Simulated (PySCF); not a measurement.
Predicted microwave data (PBE0-D3(BJ)/def2-SVP geometry optimisation, gas phase (PySCF)) for one isomer of C5H6F3NO:

```
Rotational constants : A = 2352, B = 887.7, C = 760.5 MHz
Dipole components    : |μa| = 0.89 D, |μb| = 0.92 D, |μc| = 2.21 D
Inertial defect      : -119.65 u·Å²
κ                    : -0.84
```

Question: Which structure is it? (One computed conformer of each.)
A. `[F:1][CH2:2]/[CH:3]=[CH:4]\[N:5]=[CH:6]\[O:7][CH:8]([F:9])[F:10]` with F1–C2–C3–C4 135°, C3–C4–N5–C6 174°, N5–C6–O7–C8 -2°, C6–O7–C8–F9 -162°
B. `[CH3:1][NH:2][C:3](=[O:4])/[CH:5]=[CH:6]\[C:7]([F:8])([F:9])[F:10]` with C1–N2–C3–O4 5°, N2–C3–C5–C6 49°

Answer: B. It is CNC(=O)/C=C\C(F)(F)F, an asymmetric top, point group C1. The candidates at the same level (rigid rotor, commonest isotopes):

```json
{"SMILES": "FC/C=C\\N=C\\OC(F)F", "A (MHz)": "2532", "B (MHz)": "534.2", "C (MHz)": "471.2", "μa (D)": "0.04", "μb (D)": "2.29", "μc (D)": "0.21", "Δ (u·Å²)": "-73.15", "point group": "C1", "rotor": "near-prolate asymmetric top"}
{"SMILES": "CNC(=O)/C=C\\C(F)(F)F", "A (MHz)": "2352", "B (MHz)": "887.7", "C (MHz)": "760.5", "μa (D)": "0.89", "μb (D)": "0.92", "μc (D)": "2.21", "Δ (u·Å²)": "-119.65", "point group": "C1", "rotor": "asymmetric top"}
```

`FC/C=C\N=C\OC(F)F` has B 40 % too low. No structure here is proved a minimum.
